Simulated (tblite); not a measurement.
Run record: tight-binding relaxation, `C=[C](C)[Al]([Br])[Br]`.

Computed with GFN2-xTB geometry optimisation, gas phase (tblite 0.8.0). Start geometry: from a force field or distance geometry. The input is one job of a driver script: a line of settings, then coordinates in Å.

Command:
```bash
OMP_NUM_THREADS=1 python probes_run.py task.json out
```

Input:
```
{"job": {"kind": "relax", "xc": "GFN2-xTB", "basis": "xTB"}, "charge": 0, "multiplicity": 1}
C     -1.118800     1.101500    -0.149800
C     -0.238800     0.116700    -0.072000
C     -0.673000    -1.319400     0.059400
Al     1.701100     0.541800     0.028000
Br     3.284900    -1.217600     0.289400
Br     2.431500     2.788200    -0.076800
H     -2.191800     0.896600    -0.170500
H     -0.802200     2.145300    -0.198200
H      0.107800    -2.005100    -0.324400
H     -0.885900    -1.554500     1.126200
H     -1.609500    -1.490800    -0.537300
```

Task: Estimate the output.

Result: 
```
step      E/eV     max force
  0    -497.72798    1.367
  1    -497.81529    1.138
  2    -497.89551    1.024
  3    -497.91627    0.449
  4    -497.93001    0.385
  5    -497.93448    0.252
  6    -497.93814    0.219
  7    -497.94023    0.199
  8    -497.94133    0.080
  9    -497.94177    0.068
... (82 lines left out)
 92    -497.95244    0.018
 93    -497.95251    0.027
 94    -497.95260    0.027
 95    -497.95273    0.026
 96    -497.95295    0.038
 97    -497.95344    0.037
 98    -497.95313    0.132
 99    -497.95372    0.059
100    -497.95388    0.013
101    -497.95389    0.009
```

«max force» is the largest atomic force in eV/Å.

Task: From which step on does the largest force stay under 0.1 eV/Å, and how much energy is left to gain from there?

Result: From step 99 (0.059 eV/Å), 0.2 meV above the end.

Summary of the converged run: energy lowered by 5.2 kcal/mol over 101 steps; largest atomic force 0.009 eV/Å at the end.

Task: Where do the atoms end?

Result: 0.295 Å rms from the input after alignment:
```
atom  x, y, z in Å
C1    -1.0941    1.1047   -0.2396
C2    -0.2363    0.1044   -0.0395
C3    -0.6754   -1.3308    0.0597
Al4    1.6800    0.5508    0.1296
Br5    3.1897   -1.0976    0.4661
Br6    2.3848    2.6918   -0.0104
H7    -2.1598    0.9502   -0.3435
H8    -0.7606    2.1322   -0.3087
H9    -0.1894   -1.9278   -0.7141
H10   -0.3785   -1.7505    1.0227
H11   -1.7550   -1.4247   -0.0482
```

The run took 0.54 s of wall time on an Arm Neoverse V2 with one thread, no GPU (shared host).
Labels such as C1 count atoms from 1, the log's own numbers from 0.
